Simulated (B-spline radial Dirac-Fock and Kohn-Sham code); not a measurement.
**Magnetic form factor of the 3d shell of Se¹⁰⁺**

System: the Se¹⁰⁺ ion in the configuration [Ar] 3d6.

Level of theory: Dirac-Fock densities; a radial finite-basis atomic code. ⟨j_K⟩ is the integral of the 3d radial density with the spherical Bessel function j_K(4πsr), s = sin θ/λ.

```
s (Å⁻¹)     ⟨j0⟩    ⟨j2⟩    ⟨j4⟩
      0   1.0000  0.0000  0.0000
   0.05   0.9937  0.0025  0.0000
   0.07   0.9876  0.0049  0.0000
   0.08   0.9839  0.0064  0.0000
    0.1   0.9749  0.0100  0.0000
   0.12   0.9641  0.0142  0.0001
   0.15   0.9445  0.0219  0.0002
   0.19   0.9127  0.0342  0.0006
   0.23   0.8749  0.0484  0.0011
   0.28   0.8209  0.0683  0.0024
   0.35   0.7359  0.0980  0.0054
   0.43   0.6316  0.1317  0.0108
   0.53   0.5009  0.1683  0.0209
   0.65   0.3576  0.1987  0.0368
    0.8   0.2135  0.2133  0.0592
   0.99   0.0916  0.2011  0.0842
   1.22   0.0153  0.1623  0.1016
   1.51  -0.0176  0.1084  0.1028
```

Radial moments of the shell: ⟨r²⟩ = 0.3452, ⟨r⁴⟩ = 0.2213, ⟨r⁶⟩ = 0.2304 in powers of bohr.

Values without a named source are computed, but for edge energies of neutral atoms, which are taken from tables.
